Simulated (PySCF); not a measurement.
C₆ coefficients of unlike pairs at PBE

Calculated with PySCF 2.14 from the dipole response of each species, C₆(A,B) = (3/π) ∫ α_A(iu) α_B(iu) du, in atomic units, from isotropic polarisabilities. For ions this is the dispersion term alone; charge-induced terms of lower order in 1/R come first.

```tsv
species	configuration	basis	relativity	α (bohr³)	C₆ (like pair)
Li⁺	1s2 (1S)	aug-cc-pVQZ-DK (6s5p4d3f2g)	spin-free X2C	0.1980	0.07231
Re³⁺	[Xe] 4f14 5d4 (5D)	def2-TZVPPD with the def2 core potential (60 electrons) (6s5p3d2f1g)	core potential	7.254	38.40
Br⁺	[Ar] 3d10 4s2 4p4 (3P)	def2-TZVPPD (7s6p5d1f)	none	12.79	78.85
Si⁺	[Ne] 3s2 3p1 (2P)	aug-cc-pV(D+d)Z (5s4p3d)	none	19.16	101.6
```

Problem. Estimate C₆ for Br⁺ with Re³⁺.

Solution. The integral gives 53.42. The combination rule 2 C_A C_B / (C_A α_B/α_A + C_B α_A/α_B) gives 53.87 and the geometric mean 55.03.

No spin-orbit coupling is included.

The other pairs:

| pair | C₆ |
| --- | --- |
| Si⁺, Br⁺ | 86.19 |
| Re³⁺, Li⁺ | 1.561 |
| Si⁺, Li⁺ | 1.875 |
| Si⁺, Re³⁺ | 55.19 |
| Br⁺, Li⁺ | 1.980 |
